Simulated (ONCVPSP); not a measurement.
## Transferability test, ONCV potential for magnesium

Mg, optimised norm-conserving Vanderbilt (ONCV), made with ONCVPSP 4.0.1 (LDA (Perdew-Wang 92), scalar-relativistic). Core [He], reference 2s2 2p6 3s1.5 3p0.5. Waves: 2s+3s: rc 1.00 bohr, ncon 3, nbas 8, qcut 10.9 1/bohr, 3 projectors, debl 1.7 Ha; 2p+3p: rc 1.45 bohr, ncon 3, nbas 7, qcut 10.4 1/bohr, 2 projectors. Local part: polynomial inside 0.85 bohr (lpopt 1, dvloc0 0 Ha). Core correction: none.

Energies are relative to the spin-unpolarised reference configuration 2s2 2p6 3s1.5 3p0.5; without spin polarisation the order of configurations can differ from experiment.

```
valence configuration  charge  ΔE all-electron (eV)  error AE − PS (meV)
      2s2 2p6 3s2 3p0       0                -1.731                 -0.1
      2s2 2p6 3s1 3p0      +1                 6.337                 -0.1
      2s2 2p6 3s0 3p0      +2                21.380                 -1.6
      2s2 2p5 3s2 3p0      +1                56.925                 +699
```
